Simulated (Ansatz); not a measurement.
`C=C=C[SiH2][SiH3]` and `C=C=C` differ in one atom or group.

Ansatz, PBE0-D4/def2-TZVP geometries, multiplicity 1. Each molecule was computed in one conformer, which needn't be the lowest.

| property | `C=C=C[SiH2][SiH3]` |
| --- | --- |
| size of the dipole moment (PBE/def2-TZVPP) / D | 0.61 |
| HOMO–LUMO gap (B3LYP/def2-TZVPP) / eV | 6.59 |
| LUMO energy (PBE0/def2-TZVPP) / eV | -0.43 |
| LUMO energy (B3LYP/def2-TZVPP) / eV | -0.62 |
| HOMO–LUMO gap (PBE/def2-TZVPP) / eV | 4.98 |
| HOMO–LUMO gap (ωB97M-V/def2-TZVPP) / eV | 11.02 |

(1) Give the same properties after the change, and the shifts. (Best estimate.)

## Answers

(1) Ansatz gave: 
```json
{"property": "size of the dipole moment (PBE/def2-TZVPP) / D", "`C=C=C`": "0.00", "shift": "-0.61"}
{"property": "HOMO–LUMO gap (B3LYP/def2-TZVPP) / eV", "`C=C=C`": "7.57", "shift": "0.98"}
{"property": "LUMO energy (PBE0/def2-TZVPP) / eV", "`C=C=C`": "0.32", "shift": "0.75"}
{"property": "LUMO energy (B3LYP/def2-TZVPP) / eV", "`C=C=C`": "0.06", "shift": "0.68"}
{"property": "HOMO–LUMO gap (PBE/def2-TZVPP) / eV", "`C=C=C`": "5.85", "shift": "0.87"}
{"property": "HOMO–LUMO gap (ωB97M-V/def2-TZVPP) / eV", "`C=C=C`": "12.41", "shift": "1.39"}
```

With PBE0 the HOMO falls by 0.31 eV and the LUMO rises by 0.75 eV, so the gap widens by about 1.06 eV. PBE moves the HOMO by -0.22 eV and ωB97M-V by -0.48 eV.

B3LYP here is the variant with VWN-RPA as its local correlation; programs differ in this.
